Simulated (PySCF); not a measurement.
# Orbital levels and atomic charges

System: C18H33F3O9Si3 (cyclosiloxane), SMILES F[Si]1(CCCOC[C@@H]2CO2)O[Si@](F)(CCCOC[C@H]2CO2)O[Si@@](F)(CCCOC[C@H]2CO2)O1.

Cartesian coordinates (Å):
```
  1 F    -1.1580    1.0159   -2.4480
  2 Si   -1.1253    1.3985   -0.8873
  3 C    -1.8568    3.0755   -0.4647
  4 C    -3.3246    3.1889   -0.8813
  5 C    -3.9026    4.5539   -0.5272
  6 O    -3.2520    5.5406   -1.3114
  7 C    -3.6444    6.8516   -1.0047
  8 C    -3.1404    7.3138    0.3517
  9 C    -3.6832    8.5116    0.9938
 10 O    -4.0075    7.2297    1.4459
 11 O     0.4473    1.2861   -0.5105
 12 Si    1.1675    0.3918    0.6286
 13 F     1.4200    1.4289    1.8315
 14 C     2.7484   -0.3945   -0.0036
 15 C     3.7862    0.6621   -0.3790
 16 C     5.1002    0.0270   -0.8234
 17 O     5.6015   -0.7622    0.2386
 18 C     6.8198   -1.4041   -0.0358
 19 C     8.0011   -0.4491   -0.0026
 20 C     8.5927    0.0971   -1.2265
 21 O     9.2222   -0.9135   -0.4926
 22 O     0.1291   -0.7054    1.2108
 23 Si   -1.4691   -0.8270    0.9877
 24 F    -2.1338   -0.2104    2.3175
 25 C    -2.0009   -2.5999    0.6825
 26 C    -1.6555   -3.5024    1.8674
 27 C    -2.0618   -4.9495    1.6152
 28 O    -1.2610   -5.4744    0.5694
 29 C    -1.6034   -6.7848    0.2056
 30 C    -2.9443   -6.8646   -0.5036
 31 C    -3.6323   -8.1426   -0.6910
 32 O    -4.0743   -7.2055    0.2470
 33 O    -1.9350    0.1808   -0.1896
 34 H    -1.2999    3.8680   -0.9642
 35 H    -1.7781    3.2638    0.6080
 36 H    -3.9135    2.4160   -0.3882
 37 H    -3.4036    3.0457   -1.9584
 38 H    -4.9829    4.5743   -0.7382
 39 H    -3.7609    4.7616    0.5410
 40 H    -4.7402    6.9489   -1.0338
 41 H    -3.2038    7.4786   -1.7854
 42 H    -2.1105    7.0329    0.5599
 43 H    -4.4848    9.0550    0.5067
 44 H    -3.0542    9.0977    1.6534
 45 H     3.1824   -1.0281    0.7683
 46 H     2.5588   -1.0330   -0.8670
 47 H     3.4091    1.2943   -1.1825
 48 H     3.9827    1.2912    0.4876
 49 H     4.9357   -0.6076   -1.7084
 50 H     5.8205    0.8134   -1.0907
 51 H     6.7893   -1.9203   -1.0067
 52 H     6.9419   -2.1516    0.7531
 53 H     8.0615    0.1457    0.9066
 54 H     8.1986   -0.2019   -2.1914
 55 H     9.0779    1.0664   -1.2055
 56 H    -1.5320   -3.0134   -0.2102
 57 H    -3.0775   -2.6288    0.5155
 58 H    -0.5816   -3.4681    2.0460
 59 H    -2.1635   -3.1486    2.7639
 60 H    -3.1242   -5.0037    1.3454
 61 H    -1.9113   -5.5494    2.5261
 62 H    -1.6218   -7.4423    1.0879
 63 H    -0.8144   -7.1144   -0.4767
 64 H    -3.1022   -6.0773   -1.2374
 65 H    -3.1927   -9.0455   -0.2830
 66 H    -4.2746   -8.2833   -1.5524
```

Method: PBE0/6-31G*, gas phase, PySCF, fitting set def2-universal-JFIT up to Ne and JKFIT beyond, grid level 1.

**Question.** Give the orbital energies near the gap.

**Answer.** 
```
orbital     eV
 HOMO-4  -7.95
 HOMO-3  -7.91
 HOMO-2  -7.29
 HOMO-1  -7.23
   HOMO  -7.19
   LUMO   1.48
 LUMO+1   2.04
 LUMO+2   2.12
 LUMO+3   2.28
```

**Question.** Give the partial charges of the non-hydrogen atoms.

**Answer.** 
```
atom  Mulliken    IAO  Hirshfeld
  F1     -0.38  -0.53      -0.20
 Si2      1.18   1.64       0.51
  C3     -0.60  -0.59      -0.14
  C4     -0.38  -0.25      -0.05
  C5     -0.07  -0.05       0.02
  O6     -0.49  -0.40      -0.15
  C7     -0.08  -0.07       0.01
  C8      0.03   0.04       0.02
  C9     -0.16  -0.09      -0.01
 O10     -0.44  -0.40      -0.17
 O11     -0.64  -0.87      -0.31
Si12      1.16   1.63       0.51
 F13     -0.38  -0.53      -0.20
 C14     -0.59  -0.58      -0.15
 C15     -0.38  -0.25      -0.05
 C16     -0.06  -0.04       0.01
 O17     -0.49  -0.39      -0.15
 C18     -0.10  -0.06       0.01
 C19      0.05   0.05       0.02
 C20     -0.15  -0.10      -0.01
 O21     -0.44  -0.39      -0.17
 O22     -0.64  -0.87      -0.30
Si23      1.16   1.63       0.51
 F24     -0.38  -0.53      -0.20
 C25     -0.59  -0.58      -0.15
 C26     -0.38  -0.25      -0.05
 C27     -0.07  -0.05       0.01
 O28     -0.49  -0.40      -0.15
 C29     -0.08  -0.07       0.01
 C30      0.03   0.04       0.02
 C31     -0.16  -0.09      -0.01
 O32     -0.44  -0.40      -0.17
 O33     -0.64  -0.87      -0.31
```
